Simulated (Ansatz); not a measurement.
This singlet lies 1.08 eV below the relaxed triplet at the level frozen-core CCSD(T)/cc-pVTZ // PBE0-D3(BJ)/def2-TZVP (Ansatz, a program for electronic structure).

The numbers are results of PBE0-D3(BJ)/def2-TZVP run with Ansatz, not measurements. No frequencies were computed at this level.

Ansatz 0.2 input:
```yaml
crystal:
  periodic: [false, false, false]
  atoms:
    - { symbol: C, position_ang: [-0.559116, -0.020657, -0.037298] }
    - { symbol: Ge, position_ang: [1.261793, -0.777759, -0.483047] }
    - { symbol: H, position_ang: [-0.704857, 0.006894, 1.042445] }
    - { symbol: H, position_ang: [-1.367737, -0.609135, -0.473696] }
    - { symbol: H, position_ang: [-0.646712, 1.001077, -0.406324] }
    - { symbol: H, position_ang: [2.016628, 0.399579, 0.357918] }
basis:
  gaussian: { orbitals: def2-tzvp }
hamiltonian:
  xc: pbe0
  dispersion: d3bj
relax:
  max_steps: 150
```

Output:

```
Functional definition: PBE0
757 factors; their error is unknown
mean field evaluation 1: about -57604.4549 eV, gradient 5.3e1 eV
mean field evaluation 2: about -57598.2616 eV, gradient 6.7e1 eV
mean field evaluation 4: about -57610.7517 eV, gradient 2.0e0 eV
mean field evaluation 8: about -57611.0265 eV, gradient 3.7e-2 eV
mean field -57611.02648925 eV, -2117.1661733236 hartree, gradient 5.3e-5 eV, S^2 0.000000; 0 other end points of the search recorded, 0 dependent functions left out
reference -57611.02651255 eV, -2117.1661741799 hartree; 21, 21 occupied and 82, 82 virtual orbitals, 757 factors
relax step   1: F+E_penalty+E_count = -57611.10158580 eV  Δ(F+E_penalty+E_count) = +0.000e0 eV  max|allowed force component| = 5.187e-1 eV/Å  Δτ_max = 0.0000 Å  (24 SCF iters, accepted)
these checks for a lower state are left out or cut short: starts, cluster_reference, orbital_swaps, neighbouring_geometries, increment
757 factors; their error is unknown
mean field evaluation 16: about -57610.7733 eV, gradient 7.8e-3 eV
mean field -57611.04210653 eV, -2117.1667472480 hartree, gradient 8.4e-6 eV, S^2 0.000000; 0 other end points of the search recorded, 0 dependent functions left out
reference -57611.04212982 eV, -2117.1667481040 hartree; 21, 21 occupied and 82, 82 virtual orbitals, 757 factors
relax step   2: F+E_penalty+E_count = -57611.11721311 eV  Δ(F+E_penalty+E_count) = -1.563e-2 eV  max|allowed force component| = 1.335e-1 eV/Å  Δτ_max = 0.0358 Å  (29 SCF iters, accepted)
these checks for a lower state are left out or cut short: starts, cluster_reference, orbital_swaps, neighbouring_geometries, increment
757 factors; their error is unknown
mean field -57611.04445302 eV, -2117.1668334801 hartree, gradient 8.4e-6 eV, S^2 0.000000; 0 other end points of the search recorded, 0 dependent functions left out
reference -57611.04447627 eV, -2117.1668343344 hartree; 21, 21 occupied and 82, 82 virtual orbitals, 757 factors
relax step   3: F+E_penalty+E_count = -57611.11972615 eV  Δ(F+E_penalty+E_count) = -2.513e-3 eV  max|allowed force component| = 6.340e-2 eV/Å  Δτ_max = 0.0323 Å  (29 SCF iters, accepted)
these checks for a lower state are left out or cut short: starts, cluster_reference, orbital_swaps, neighbouring_geometries, increment
757 factors; their error is unknown
mean field evaluation 32: about -57611.0448 eV, gradient 5.4e-5 eV
mean field -57611.04478827 eV, -2117.1668458003 hartree, gradient 8.4e-6 eV, S^2 0.000000; 0 other end points of the search recorded, 0 dependent functions left out
reference -57611.04481153 eV, -2117.1668466551 hartree; 21, 21 occupied and 82, 82 virtual orbitals, 757 factors
relax step   4: F+E_penalty+E_count = -57611.12003928 eV  Δ(F+E_penalty+E_count) = -3.131e-4 eV  max|allowed force component| = 3.179e-2 eV/Å  Δτ_max = 0.0053 Å  (31 SCF iters, accepted)
these checks for a lower state are left out or cut short: starts, cluster_reference, orbital_swaps, neighbouring_geometries, increment
757 factors; their error is unknown
mean field -57611.04484266 eV, -2117.1668477990 hartree, gradient 8.4e-6 eV, S^2 0.000000; 0 other end points of the search recorded, 0 dependent functions left out
reference -57611.04486593 eV, -2117.1668486541 hartree; 21, 21 occupied and 82, 82 virtual orbitals, 757 factors
relax step   5: F+E_penalty+E_count = -57611.12009872 eV  Δ(F+E_penalty+E_count) = -5.943e-5 eV  max|allowed force component| = 1.479e-3 eV/Å  Δτ_max = 0.0027 Å  (30 SCF iters, accepted)
757 factors; their error is unknown
mean field -57611.04484266 eV, -2117.1668477990 hartree, gradient 1.4e-5 eV, S^2 0.000000; 1 other end points of the search recorded, 0 dependent functions left out
reference -57611.04486593 eV, -2117.1668486541 hartree; 21, 21 occupied and 82, 82 virtual orbitals, 757 factors
Total energy: -57611.12012198 eV, -2117.1696142632 hartree
Atom 0 at    -0.558828    -0.030510    -0.043766 Å, force    -0.000802    -0.001479    -0.001159 eV/Å
Atom 1 at     1.243159    -0.757622    -0.469771 Å, force     0.000715     0.000221     0.000269 eV/Å
Atom 2 at    -0.686874     0.012035     1.043420 Å, force    -0.000075    -0.000299     0.000859 eV/Å
Atom 3 at    -1.365790    -0.618615    -0.480394 Å, force     0.000768     0.001122     0.000813 eV/Å
Atom 4 at    -0.627939     1.003006    -0.400550 Å, force    -0.000039     0.000724    -0.000514 eV/Å
Atom 5 at     1.996270     0.391705     0.351057 Å, force    -0.000568    -0.000288    -0.000268 eV/Å
Dipole moment:    -0.149910     0.050754     0.028741 e Å
```

Cost: roughly 9 core-seconds.
